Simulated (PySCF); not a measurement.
Predicted microwave data (CAM-B3LYP/def2-SVPD in PySCF (dipole) on a GFN2-xTB geometry, gas phase) for one isomer of C4H9FO2Si:

- Rotational constants: A = 2837, B = 933.1, C = 840.0 MHz
- Dipole components: |μa| = 1.08 D, |μb| = 0.67 D, |μc| = 1.03 D
- Inertial defect: -118.15 u·Å²
- κ: -0.91

**Question.** Which candidate fits, each taken in the one conformer that was computed?
A. `[CH3:1][CH:2]([CH3:3])[O:4][C:5](=[O:6])[SiH2:7][F:8]` with C1–C2–O4–C5 -154°, C2–O4–C5–O6 1°, O4–C5–Si7–F8 46°
B. `[CH3:1][CH2:2][CH2:3][O:4][C:5](=[O:6])[SiH2:7][F:8]` with C1–C2–C3–O4 -63°, C2–C3–O4–C5 -84°, C3–O4–C5–O6 0°, O4–C5–Si7–F8 84°

**Answer.** A. It is CC(C)OC(=O)[SiH2]F, a near-prolate asymmetric top, point group C1. The candidates at the same level (rigid rotor, commonest isotopes):

| SMILES | A (MHz) | B (MHz) | C (MHz) | μa (D) | μb (D) | μc (D) | Δ (u·Å²) | point group | rotor |
| --- | --- | --- | --- | --- | --- | --- | --- | --- | --- |
| CC(C)OC(=O)[SiH2]F | 2837 | 933.1 | 840.0 | 1.08 | 0.67 | 1.03 | -118.15 | C1 | near-prolate asymmetric top |
| CCCOC(=O)[SiH2]F | 3513 | 792.3 | 748.1 | 1.99 | 1.71 | 0.47 | -106.15 | C1 | near-prolate asymmetric top |

`CCCOC(=O)[SiH2]F` has A 24 % too high. No structure here is proved a minimum.
